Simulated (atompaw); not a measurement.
Before and after: PAW (atompaw) potential for Ti (Z = 22)

atompaw 4.2.0.5 input, output lines left out:

```
Ti 22
GGA-PBE scalarrelativistic loggrid 1500 logderivrange -3 5 201
4 4 3 0 0 0
4 0 0
4 1 0
3 2 2
0 0 0
c
c
c
v
c
c
v
v
2
2.90 2.55 2.50 1.65
y
3.35
n
y
0.9
n
y
-0.75
n
custom polynom2 7 10 vanderbiltortho besselshape
bessel
2.75
2.90
2.90
2.90
2.90
2.30
```

Change: local potential bessel scheme, radius 1.50 bohr.

Cutoffs: the cutoffs (Ry, on a coarse ladder) from which the occupation-weighted sum of valence levels, in a spherical-Bessel basis at the reference potential, stays within 10 and 1 mRy of its value at 400 Ry; they do not see the model core or the augmentation charge, which bear on the density cutoff.

Question: What does the change do?

Answer: The potential gets neither clearly harder nor softer (12 Ry and 35 Ry → 12 Ry and 35 Ry); the range in which the s phases agree narrows (upper end 3.9 → 1.5); neither file shows a bound ghost.

| quantity | base | changed |
| --- | --- | --- |
| cutoff, loose | 12 Ry | 12 Ry |
| cutoff, tight | 35 Ry | 35 Ry |
| bound ghosts | none | none |
| s: phases at 2.90 bohr within 0.05 rad from the reference energy up to (Ry; the scan ends near 5) | 3.9 | 1.5 |
| p: phases at 2.90 bohr within 0.05 rad from the reference energy up to (Ry; the scan ends near 5) | 3.0 | 2.6 |
| d: phases at 2.90 bohr within 0.05 rad from the reference energy up to (Ry; the scan ends near 5) | 0.0 | 0.1 |
| lowest overlap eigenvalue by channel | s 0.68, p 0.95, d 1.00 | s 0.68, p 0.95, d 1.00 |

 The cutoffs see the waves, projectors and local potential, not the compensation charge or the core.
